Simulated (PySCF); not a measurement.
A run for PySCF: R-HF/STO-3G on FHSTe (SMILES F[Te]S), a point of a torsion scan.

```python
from pyscf import gto, scf, dft, mp
from pyscf.data.elements import chemcore

mol = gto.M(
    atom='''
    F     1.74824621   -0.73137178    0.30758144
    Te    0.94939066    1.03644580   -0.22470135
    S    -1.27350172    0.42284895    0.27019762
    H    -1.10263215    0.16970948    1.56512337
    ''',
    basis='sto-3g',
    charge=0, spin=0, verbose=3, max_memory=1800)
mf = scf.RHF(mol)
mf.conv_tol = 1e-8
mf.max_cycle = 100
mf.kernel()
if not mf.converged:
    mf = mf.newton().run(mf.mo_coeff, mf.mo_occ)
```

Program output:

```
converged SCF energy = -7038.88903893097
```

The calculation finished and met its thresholds.

Cost: very roughly 0.5 core-seconds.
